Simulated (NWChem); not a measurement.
NaOH; SMILES [Na][OH]

Results from NWChem. Geometry: optimised at PBE0-D3(BJ)/def2-TZVP. Vertical excitations in the gas phase; the lowest state need not have the same character in each row.

For level PBE/def2-TZVP, TDA:

- lowest excitation, singlet (eV) = 1.81
- orbital gap (eV) = 1.82

Q: How do the values read with level PBE/def2-TZVPD, TDA instead?

A: The lowest excitation, singlet (eV) is 2.04 and the orbital gap (eV) is 2.04.
